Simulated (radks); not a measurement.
The numbers below are computed, except where a source is named.
Q: All-electron atom: the erbium ion Er+ in [Xe] 4f12 6s1. Code: a radial shooting solver on a logarithmic mesh with Libxc functionals. Model: Dirac Kohn-Sham, BLYP, spin-unpolarised, spherical densities, point nucleus; open shells fill j = l - 1/2 first. Some entries of the table are withheld. Estimate them.

| orbital | occ. | eigenvalue (eV) | <r^2> (bohr^2) |
|---|---|---|---|
| 1s1/2 | 2 | -57321.69 | (1) |
| 2s1/2 | 2 | -9629.505 | 0.008773 |
| 2p1/2 | 2 | -9171.935 | 0.006328 |
| 2p3/2 | 4 | -8254.678 | 0.007547 |
| 3s1/2 | 2 | -2162.138 | 0.05794 |
| 3p1/2 | 2 | (2) | 0.05362 |
| 3p3/2 | 4 | (3) | 0.06047 |
| 3d3/2 | 4 | (4) | 0.04763 |
| 3d5/2 | 6 | (5) | 0.04953 |
| 4s1/2 | 2 | -431.3799 | 0.2917 |
| 4p1/2 | 2 | -351.2320 | 0.3047 |
| 4p3/2 | 4 | -307.8535 | 0.3428 |
| 4d3/2 | 4 | -176.0147 | 0.3875 |
| 4d5/2 | 6 | -168.1355 | 0.4026 |
| 5s1/2 | 2 | -58.2219 | 1.773 |
| 5p1/2 | 2 | -36.6488 | 2.295 |
| 5p3/2 | 4 | -31.2846 | 2.681 |
| 4f5/2 | 6 | -10.0864 | 0.9253 |
| 6s1/2 | 1 | -9.1140 | 14.70 |
| 4f7/2 | 6 | -9.0041 | 0.9885 |

A: 
(1) 1s1/2 <r^2> (bohr^2): 0.0005677
(2) 3p1/2 eigenvalue (eV): -1961.473
(3) 3p3/2 eigenvalue (eV): -1768.843
(4) 3d3/2 eigenvalue (eV): -1425.793
(5) 3d5/2 eigenvalue (eV): -1383.693
